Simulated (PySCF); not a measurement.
MnH₂: from structure and modes to constants

Level of theory: UBP86/[Mn def2-TZVP, H def2-TZVP], no relativity, density fitting, PySCF.

The sextet minimum has C2v symmetry. Masses (u): Mn 54.93805, H 1.00782.

```xyz
3
charge 0 multiplicity 6, angstrom
Mn   -0.0129    0.0000    0.0000
H     0.3505   -1.6264    0.0000
H     0.3505    1.6264    0.0000
```

Harmonic wavenumbers (cm⁻¹): 435.3 (a1, ×1), 1618.3 (b2, ×1), 1683.3 (a1, ×1).

(1) Find the principal moments of inertia and the rotational constants. What kind of rotor is it?

(2) What is the harmonic zero-point energy?

(3) Find the vibrational entropy and heat capacity at 298.15 K.

(4) Give the standard entropy (298.15 K, 1 bar) by its translational, rotational, vibrational and spin parts, and Cp.

## Answers

(1) About the centre of mass I = 0.25669, 5.3318, 5.5885 u Å². With B = 16.8576/I this gives 65.67, 3.162, 3.016 cm⁻¹. The molecule is an asymmetric top with κ = -1.00.

(2) Half the sum of all 3 wavenumbers, 3737/2 = 1868 cm⁻¹, which is 22.4 kJ/mol (1 cm⁻¹ = 0.0119627 kJ/mol).

(3) With u = 1.43878 ω/T, each mode gives S = R[u/(eᵘ−1) − ln(1−e⁻ᵘ)] and C = R u² eᵘ/(eᵘ−1)².
| ω (cm⁻¹) | u | S (J/(mol K)) | C (J/(mol K)) |
| --- | --- | --- | --- |
| 435.3 | 2.101 | 3.52 | 5.83 |
| 1618.3 | 7.809 | 0.03 | 0.21 |
| 1683.3 | 8.123 | 0.02 | 0.16 |
The sums over all modes are S = 3.6 and C = 6.2 J/(mol K); the softest mode gives 99 % of the entropy.

(4) Sackur–Tetrode with M = 56.95 u gives 159.3; rotation with symmetry number 2 gives 51.2; vibration 3.6; spin R ln 6 = 14.9. The total is 229.0 J/(mol K), and Cp = 4 R + 6.2 = 39.5 J/(mol K).

Only a few start shapes were tried, so a lower isomer may exist. Open d and f shells are described by one determinant, and the ground state may have another occupation or spin.
